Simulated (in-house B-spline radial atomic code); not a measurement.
Ionising the calcium ion Ca²⁺ with different functionals

Computed with a radial B-spline atomic code at the basis-set limit: non-relativistic Hamiltonian, point nucleus, spin-polarised at highest spin, spherical fractional occupations for the functionals, the average over the highest-spin determinants for Hartree-Fock. The ionisation energy is the difference of two self-consistent energies, [Ne] 3s2 3p6 → [Ne] 3s2 3p5, without Breit or QED terms; ε is the level of the shell that loses the electron (its least bound occupied spin orbital).

Hybrids are left out here: with spherical fractional occupations of an open shell their exact exchange keeps a self-interaction that integer-occupation calculations don't have.

| method | rung | ΔSCF (eV) | -ε(3p) (eV) |
| --- | --- | --- | --- |
| Hartree-Fock | Hartree-Fock | 49.90 | 51.07 |
| LDA VWN5 | LDA | 51.00 | 43.13 |
| LDA PW92 | LDA | 50.99 | 43.12 |
| LDA exchange-only | LDA | 49.26 | 41.48 |
| PBE | GGA | 50.91 | 43.06 |
| PBEsol | GGA | 50.84 | 42.98 |
| BLYP | GGA | 50.75 | 42.91 |
| RPBE | GGA | 50.89 | 43.04 |
| PW91 | GGA | ? | ? |
| BP86 | GGA | 51.00 | 43.13 |
| AM05 | GGA | 50.83 | 42.96 |
| OLYP | GGA | 51.02 | 43.19 |
| TPSS | meta-GGA | ? | ? |
| SCAN | meta-GGA | 51.49 | 43.78 |
| r2SCAN | meta-GGA | 51.46 | 43.76 |
| M06-L | meta-GGA | 51.49 | 43.71 |
| revTPSS | meta-GGA | 51.04 | 43.24 |

Task: What does PW91 give?

Result: ΔSCF 51.00 eV, and -ε(3p) = 43.14 eV.

Task: What does TPSS give?

Result: ΔSCF 51.10 eV, and -ε(3p) = 43.29 eV.

Task: How do they compare with the NIST value?

Result: NIST lists 50.913 eV (measured, ground level to ground level). Errors run from -1.66 to +0.58 eV; PBE is closest (-0.00 eV), but part of that can be cancellation, since the calculations leave out relativity, Breit-QED terms, multiplet and fine-structure energies. Hartree-Fock also lacks correlation.
